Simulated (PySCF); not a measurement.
Species: C5H8OSi.
SMILES with atom numbers: `[SiH3:1][CH2:2][c:3]1[cH:4][cH:5][o:6][cH:7]1` (hydrogens: H8, H9, H10 on Si1; H11, H12 on C2; H13 on C4; H14 on C5; H15 on C7)

The same species was optimised twice, with GFN2-xTB and with PBE0-D3(BJ)/def2-SVP (PySCF), and the same property calculations (PySCF, gas phase) were run on both structures.

```csv
coordinate,GFN2-xTB,PBE0-D3(BJ)/def2-SVP,change
Si1–C2 (Å),1.910,1.895,-0.015
C3–C4 (Å),1.423,1.438,+0.015
C2–C3 (Å),1.484,1.493,+0.009
C3–C7 (Å),1.363,1.367,+0.004
C4–C5 (Å),1.358,1.362,+0.004
C5–O6 (Å),1.342,1.345,+0.003
O6–C7 (Å),1.349,1.350,+0.001
Si1–C2–C3 (°),111.0,112.0,+1.0
C5–O6–C7 (°),106.8,107.4,+0.6
C2–C3–C4 (°),126.7,127.1,+0.4
C2–C3–C7 (°),128.2,127.9,-0.3
C4–C5–O6 (°),110.7,110.5,-0.2
C3–C7–O6 (°),111.1,110.9,-0.2
C4–C3–C7 (°),105.1,105.0,-0.1
C3–C4–C5 (°),106.3,106.3,0.0
Si1–C2–C3–C4 (°),79,74,-5
```

Rotational constants: A = 5673, B = 1224, C = 1150 MHz (GFN2-xTB) against A = 5687, B = 1213, C = 1130 MHz (PBE0-D3(BJ)/def2-SVP). Point groups within 0.08 Å: C1 and C1.

On the GFN2-xTB structure: lowest singlet, TDDFT (eV) 6.07 [CAM-B3LYP/def2-SVPD]; lowest triplet, Tamm–Dancoff (eV) 3.97 [CAM-B3LYP/def2-SVPD]; isotropic polarisability (au) 85.3 [CAM-B3LYP/def2-SVPD]; HOMO (eV) -7.72 [CAM-B3LYP/def2-SVPD]; LUMO (eV) 1.15 [CAM-B3LYP/def2-SVPD]; dipole (D) 0.87 [CAM-B3LYP/def2-SVPD]; HOMO (eV) -6.44 [PBE0/pcSseg-1]; LUMO (eV) 0.35 [PBE0/pcSseg-1]; dipole (D) 0.75 [PBE0/pcSseg-1]; GIAO shielding of Si1 (ppm) 414.0 [PBE0/pcSseg-1]; GIAO shielding of C2 (ppm) 178.3 [PBE0/pcSseg-1]; GIAO shielding of C3 (ppm) 57.0 [PBE0/pcSseg-1]; GIAO shielding of C4 (ppm) 68.8 [PBE0/pcSseg-1]; GIAO shielding of C5 (ppm) 38.7 [PBE0/pcSseg-1]; GIAO shielding of O6 (ppm) 36.9 [PBE0/pcSseg-1]; GIAO shielding of C7 (ppm) 44.0 [PBE0/pcSseg-1].

What do these properties become on the PBE0-D3(BJ)/def2-SVP structure?

```
                                    property                level  on GFN2-xTB  on PBE0-D3(BJ)/def2-SVP  change
                  lowest singlet, TDDFT (eV)  CAM-B3LYP/def2-SVPD         6.07                     6.09   +0.02
           lowest triplet, Tamm–Dancoff (eV)  CAM-B3LYP/def2-SVPD         3.97                     3.98   +0.01
               isotropic polarisability (au)  CAM-B3LYP/def2-SVPD         85.3                     86.9    +1.6
                                   HOMO (eV)  CAM-B3LYP/def2-SVPD        -7.72                    -7.79   -0.07
                                   LUMO (eV)  CAM-B3LYP/def2-SVPD         1.15                     1.14   -0.01
                                  dipole (D)  CAM-B3LYP/def2-SVPD         0.87                     0.82   -0.05
energy, GFN2-xTB geometry as zero (kcal/mol)  CAM-B3LYP/def2-SVPD          0.0                     -1.2    -1.2
                                   HOMO (eV)        PBE0/pcSseg-1        -6.44                    -6.51   -0.07
                                   LUMO (eV)        PBE0/pcSseg-1         0.35                     0.30   -0.05
                                  dipole (D)        PBE0/pcSseg-1         0.75                     0.71   -0.04
energy, GFN2-xTB geometry as zero (kcal/mol)        PBE0/pcSseg-1          0.0                     -1.0    -1.0
                 GIAO shielding of Si1 (ppm)        PBE0/pcSseg-1        414.0                    411.7    -2.3
                  GIAO shielding of C2 (ppm)        PBE0/pcSseg-1        178.3                    177.2    -1.1
                  GIAO shielding of C3 (ppm)        PBE0/pcSseg-1         57.0                     57.2    +0.2
                  GIAO shielding of C4 (ppm)        PBE0/pcSseg-1         68.8                     67.5    -1.3
                  GIAO shielding of C5 (ppm)        PBE0/pcSseg-1         38.7                     37.5    -1.2
                  GIAO shielding of O6 (ppm)        PBE0/pcSseg-1         36.9                     33.1    -3.8
                  GIAO shielding of C7 (ppm)        PBE0/pcSseg-1         44.0                     42.5    -1.5
```

The heavy atoms differ by 0.036 Å rms after alignment. Among bonds between heavy atoms Si1–C2 and C3–C4 change most and about equally (-0.015 to +0.015 Å). Changes are differences of the printed values. Neither structure is proved a minimum here.

The values belong to the conformer `[SiH3:1][CH2:2][c:3]1[cH:4][cH:5][o:6][cH:7]1`: Si1–C2–C3–C4 74°.
